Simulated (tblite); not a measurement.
Compound: CH6NOSi (doublet state).
Structure used (GFN2-xTB), in Å, numbered top down from 1:
```
atom  x, y, z in Å
C1     1.8351   -0.0930    0.5724
O2     0.9809   -0.5282   -0.3524
Si3   -0.4751   -0.0067   -0.8720
N4    -1.5183    0.2171    0.4838
H5     2.7513   -0.6398    0.6761
H6     1.5836    0.7353    1.2053
H7    -0.4202    1.3220   -1.4820
H8    -0.7479   -1.0992   -1.8000
H9    -1.5351   -0.4835    1.2091
H10   -2.4454    0.5806    0.3373
```

Computed geometry: GFN2-xTB, gas phase. This method treats the open shell by occupation alone, without spin polarisation.

Take the most abundant isotopes and a rigid rotor. The values belong to one conformer with, in the numbering `[CH2:1][O:2][SiH2:3][NH2:4]`, H–C1–O2–Si3 -178° and 4°, C1–O2–Si3–N4 -51°, O2–Si3–N4–H -44° and 177°.

(1) What are A, B and C (cm⁻¹)?

(2) What kind of rotor is it?

(3) Is it planar, by Δ = Ic − Ia − Ib?

Answers

(1) Ia = 41.30, Ib = 123.77, Ic = 152.61 u·Å²; 505379 MHz·u·Å²/I gives 12238, 4083 and 3312 MHz, that is A = 0.40820, B = 0.13621, C = 0.11047 cm⁻¹.

(2) An asymmetric top; Ray's κ = -0.827.

(3) Not planar: Δ = Ic − Ia − Ib = -12.46 u·Å². For a rigid frame Δ = −2 Σ m c², so Σ m c² = 6.23 u·Å² lies off the ab plane: 4.53 from hydrogen and 1.69 from heavier atoms. The atom farthest from that plane is 1.49 Å away.

For this open shell read J as N, the rotation without spin; fine and hyperfine splittings come on top. Its GFN2-xTB frequencies are all real (lowest 99 cm⁻¹). These are rigid-rotor constants of the computed structure; measured ground-state constants (B0) also hold zero-point vibration.
